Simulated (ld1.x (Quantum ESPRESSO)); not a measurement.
# Os (Z = 76): excitation energies, all-electron against TM semilocal

Os (Z = 76), norm-conserving Troullier–Martins (semilocal form), made with ld1.x (Quantum ESPRESSO) 7.5 (BLYP, scalar-relativistic). Core [Xe] 4f14, reference 5d6 6s1.5 6p0.5. Waves: 6p (bound): rc 3.05 bohr; 5d (bound): rc 1.50 bohr; 6s (bound): rc 1.90 bohr. Local part: the s channel. Core correction: a·sin(br)/r model core inside 1.45 bohr.

Energies are relative to the spin-unpolarised reference configuration 5d6 6s1.5 6p0.5; without spin polarisation the order of configurations can differ from experiment.

**Question.** Give the all-electron excitation energy and the error of the potential for: 5d6 6s2 6p0; 5d6 6s1 6p0; 5d6 6s0 6p0; 5d5 6s2 6p0; 5d5 6s0 6p0; 5d7 6s0 6p0; 5d6 6s0 6p1.

**Answer.**

```json
{"valence configuration": "5d6 6s2 6p0", "charge": "0", "ΔE all-electron (eV)": "-2.459", "error AE − PS (meV)": "+0.6"}
{"valence configuration": "5d6 6s1 6p0", "charge": "+1", "ΔE all-electron (eV)": "7.073", "error AE − PS (meV)": "-5.1"}
{"valence configuration": "5d6 6s0 6p0", "charge": "+2", "ΔE all-electron (eV)": "24.058", "error AE − PS (meV)": "-22"}
{"valence configuration": "5d5 6s2 6p0", "charge": "+1", "ΔE all-electron (eV)": "8.463", "error AE − PS (meV)": "-3.1"}
{"valence configuration": "5d5 6s0 6p0", "charge": "+3", "ΔE all-electron (eV)": "52.823", "error AE − PS (meV)": "-82"}
{"valence configuration": "5d7 6s0 6p0", "charge": "+1", "ΔE all-electron (eV)": "6.673", "error AE − PS (meV)": "-66"}
{"valence configuration": "5d6 6s0 6p1", "charge": "+1", "ΔE all-electron (eV)": "13.194", "error AE − PS (meV)": "-4.4"}
```

Levels in the configuration 5d6 6s0 6p0:

```
level  all-electron (eV)  pseudo (eV)
   5d            -22.849      -22.832
```
